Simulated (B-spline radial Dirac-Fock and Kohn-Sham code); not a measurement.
# Satellites and hypersatellites of the K lines of Te⁶⁺

System: the Te⁶⁺ ion, 1s2 2s2 2p6 3s2 3p6 3d10 4s2 4p6 4d10, inside a Watson sphere of charge -6 and radius 1.6 Å (a model of the Madelung potential; inside it an electron's potential energy is raised by 54.0 eV).

The computed values come from a B-spline atomic structure program: Dirac-Fock ΔSCF + Breit + QED. Each two-hole energy is an average over J within one jj subconfiguration, not an observable level; in light atoms, where LS coupling holds, the j-resolved values are not observed lines, and for a K spectator the Kα1 hypersatellite is nearly forbidden. No correlation.

Lines without a spectator: Kα2 (K-L2) 27200.3 eV, Kα1 (K-L3) 27471.2 eV, Kβ3 (K-M2) 30941.3 eV, Kβ1 (K-M3) 30993.0 eV. Shifts in eV with one spectator hole (a dash: not computed, or left out as unreliable):

```
spectator hole    Kα2     Kα1     Kβ3     Kβ1
    L2 (2p1/2)  +67.8   +86.0       –  +180.4
    L3 (2p3/2)  +64.9   +65.6  +157.7       –
    M2 (3p1/2)      –  +10.39  +23.05  +27.85
    M3 (3p3/2)  +7.49       –  +23.32  +22.81
    M4 (3d3/2)  +1.59   -1.19       –       –
    M5 (3d5/2)  -1.76   +0.35       –       –
```

Question: Where does the K-L3 hypersatellite lie, emitted when both K electrons are missing?

Answer: +626.7 eV from the normal line, at 28098.0 eV. Removing both K electrons costs 64545.3 eV, which is 851.0 eV more than twice the K binding energy.

With n spectator holes in 2p, averaged over the 2p shell (energies in eV):

| n | KαLⁿ | step | hypersatellite KαʰLⁿ |
| --- | --- | --- | --- |
| 0 | 27380.9 | – | 28000.6 |
| 1 | 27451.9 | +71.0 | 28073.1 |
| 2 | 27524.2 | +72.3 | 28147.0 |
| 3 | 27597.9 | +73.6 | 28222.1 |
| 4 | 27672.8 | +75.0 | 28298.6 |
| 5 | 27749.1 | +76.3 | 28376.4 |
